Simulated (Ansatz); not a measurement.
Consider the formal exchange of groups at a C–Si bond: `C[SiH2][SnH2][SH]` + `ClCCCl` → `CC(Cl)CCl` + `[SiH3][SnH2][SH]`.

Computed with Ansatz on PBE0-D4/def2-TZVP structures; ΔE is electronic, products minus reactants. CCSD(T)/CBS adds triple-zeta CCSD(T) − MP2 to the extrapolated MP2 energy (def2 sets, frozen cores). This one scheme is used for every species. Functionals use def2-TZVPP. Elements past krypton have def2 core potentials. For Sn outer-core shells are correlated without core-valence functions, which leaves a few kJ/mol of doubt a bond. Each species was taken in one conformer, which may not be the lowest.

| level | ΔE (kcal/mol) |
| --- | --- |
| PBE0 | 7.7 |
| MP2/def2-QZVPP | 7.1 |

(1) What does CCSD(T)/CBS give? (An estimate is asked.)

Largest T1 diagnostic among the species: 0.013.

## Answers

(1) Ansatz gave: +7.0 kcal/mol. The listed levels differ from it by 0.7, 0.1 kcal/mol.
